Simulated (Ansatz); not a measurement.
Ansatz (a first-principles code) input for H₂Sb, SMILES [SbH2-], charge -1, PBE/def2-TZVPD. Geometry: r2SCAN-D4/def2-TZVPD. The def2 effective core potentials stand for the cores of Sb; spin–orbit coupling is left out.

Ansatz 0.2 input:
```yaml
crystal:
  periodic: [false, false, false]
  atoms:
    - {symbol: Sb, position_ang: [-0.00000000, 0.00000000, -0.04599560]}
    - {symbol: H, position_ang: [0.00000000, 1.22550213, 1.17288776]}
    - {symbol: H, position_ang: [0.00000000, -1.22550222, 1.17288767]}
basis:
  gaussian:
    orbitals: def2-TZVPD
hamiltonian:
  xc: {name: PBE}
total_charge: -1
```

Output:

```
WARN ansatz: RAYON_NUM_THREADS=1 ignored (pool sized by the plan → 1); use --threads N
Functional definition: PBE
integrals: 0.01 GiB planned
515 factors; their error is unknown
mean field: 0.14 GiB planned
mean field evaluation 1: about -6569.7194 eV, gradient 1.7e1 eV
mean field evaluation 2: about -6569.2911 eV, gradient 2.0e1 eV
mean field evaluation 4: about -6570.2278 eV, gradient 5.2e-1 eV
mean field evaluation 8: about -6570.2210 eV, gradient 1.5e-1 eV
mean field -6570.22107972 eV, -241.4511712239 hartree, gradient 3.2e-5 eV, S^2 0.000000; 0 other end points of the search recorded, 0 dependent functions left out
reference -6570.22110838 eV, -241.4511722773 hartree; 13, 13 occupied and 61, 61 virtual orbitals, 515 factors
Total energy: -6570.22110838 eV, -241.4511722773 hartree
```

Self-consistency was reached.

Cost: about 0.4 core-seconds (a rough figure).
